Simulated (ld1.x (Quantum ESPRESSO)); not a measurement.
## What the settings do to the RRKJ potential of Ir

Base potential:

Ir, norm-conserving RRKJ (Kleinman–Bylander form), made with ld1.x (Quantum ESPRESSO) 7.5 (PBE, fully relativistic). Core [Xe] 4f14, reference 5d7 6s2 6p0. Waves: 6p (bound, empty): rc 3.80 bohr; 5d (bound): rc 2.25 bohr; 6s (bound): rc 1.95 bohr. Local part: the s channel. Core correction: none. rho0 = 0.02.

Open shells are filled in proportion to 2j + 1 (rel_dist='average').

All-electron outer shells of the reference configuration (PBE, scalar-relativistic, ld1.x):

| shell | level (eV) | outermost node (bohr) | outermost maximum (bohr) |
| --- | --- | --- | --- |
| 4f | -62.19 | – | 0.39 |
| 5p | -54.70 | 0.54 | 1.01 |
| 5d | -7.15 | 0.59 | 1.29 |
| 6s | -6.33 | 1.17 | 2.38 |
| 6p | -1.22 | 1.39 | 3.47 |

Cutoffs, loose and tight: the cutoffs (Ry, on a coarse ladder) from which the occupation-weighted sum of valence levels, in a spherical-Bessel basis at the reference potential, stays within 10 and 1 mRy of its value at 400 Ry. They do not see the model core or the augmentation charge, which bear on the density cutoff. Test errors are all-electron minus pseudo excitation energies from the reference, over the configurations 5d7 6s1 6p0; 5d7 6s0 6p0; 5d6 6s0 6p0; 5d6 6s2 6p1; 5d6 6s2 6p0; 5d8 6s1 6p0; 5d7 6s1.5 6p0. A dash means not determined; rows that change the core or the reference have their own tests.

```tsv
change	outcome	cutoff, loose	cutoff, tight	bound ghosts	largest test error (meV)
base	generated	35 Ry	45 Ry	none	+52
all radii scaled by about 0.76 (s 1.48, p 2.90, d 1.72 bohr)	failed: compute_phi: phi has nodes before r_c	–	–	–	–
all radii scaled by about 0.84 (s 1.64, p 3.22, d 1.90 bohr)	failed: compute_phi: phi has nodes before r_c	–	–	–	–
all radii scaled by about 0.90 (s 1.74, p 3.40, d 2.02 bohr)	failed: compute_phi: phi has nodes before r_c	–	–	–	–
all radii scaled by about 1.24 (s 2.42, p 4.70, d 2.78 bohr)	generated	21 Ry	35 Ry	none	-60
all radii scaled by about 1.28 (s 2.50, p 4.88, d 2.90 bohr)	generated	21 Ry	30 Ry	none	-75
```

(1) What comes out with this change to the base: all radii scaled by about 1.37 (s 2.68, p 5.22, d 3.08 bohr)?

(2) What comes out with this change to the base: all radii scaled by about 1.15 (s 2.24, p 4.36, d 2.58 bohr)?

(3) What comes out with this change to the base: all radii scaled by about 1.06 (s 2.08, p 4.04, d 2.40 bohr)?

## Answers

(1) outcome: generated; cutoff, loose: 18 Ry; cutoff, tight: 30 Ry; bound ghosts: none; largest test error (meV): +132.

(2) outcome: generated; cutoff, loose: 25 Ry; cutoff, tight: 35 Ry; bound ghosts: none; largest test error (meV): +32.

(3) outcome: generated; cutoff, loose: 30 Ry; cutoff, tight: 40 Ry; bound ghosts: none; largest test error (meV): +43.

Reading the sweep of the scale of all radii (base = 1) (base included, trends over the rows without a ghost): The loose cutoff falls from 35 Ry at 1 to 18 Ry at 1.37. A larger radius leaves more room for a smooth pseudo-wave, so fewer plane waves are needed; a smaller one forces it to follow the all-electron wave where it bends sharply. The median size of the test errors (rows with all tests solved) rises from 14.7 meV at 1 to 74.1 meV at 1.37, with one reversal. More of the atom is replaced by a form fitted at one configuration, so other configurations suffer as the radius grows. The generation fails at 0.76, 0.84, 0.9.
